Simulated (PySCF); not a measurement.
# `C(=N\[H])(/CO)CC(F)F`, C$_{4}$H$_{7}$F$_{2}$NO

Cartesian coordinates in Å; atom numbers follow the order of the lines, from 1:
```xyz
15

N    -1.2645    0.0893   -1.3372
C    -0.4922   -0.2831   -0.4004
C    -1.1595   -0.8475    0.8259
O    -2.5337   -0.8431    0.7131
C     1.0100   -0.1792   -0.4047
C     1.5096    1.1221    0.1884
F     1.1766    1.2011    1.4970
F     2.8549    1.1688    0.1018
H    -0.7646    0.4563   -2.1499
H    -0.7573   -1.8729    0.9767
H    -0.8072   -0.2596    1.6979
H    -2.7031   -0.4734   -0.1740
H     1.4656   -0.9972    0.1756
H     1.3905   -0.2428   -1.4353
H     1.0947    2.0098   -0.3214
```

Level of theory: PySCF, quadratic response CAM-B3LYP/def2-SVPD first hyperpolarisability, Taylor convention, gas phase. Geometry: PBE0-D3(BJ)/def2-SVP.

Problem. Give the tensor of the second harmonic β(−2ω;ω,ω) at 694.3 nm in the axes of these coordinates.

Solution. In au, Taylor convention; rows are the first index (the induced dipole):
|  | xx | yy | zz | xy | xz | yz |
| --- | --- | --- | --- | --- | --- | --- |
| x | +25.4 | -15.5 | -44.0 | +16.6 | +22.4 | +23.8 |
| y | +14.0 | +12.3 | -30.2 | -17.7 | +26.5 | +14.2 |
| z | +26.5 | +14.8 | +87.7 | +27.5 | -50.3 | -29.9 |

Norm of βᵢ = ⅓ Σⱼ (βᵢⱼⱼ + βⱼᵢⱼ + βⱼⱼᵢ): 132.1 au, hyper-Rayleigh value 61.9 au.
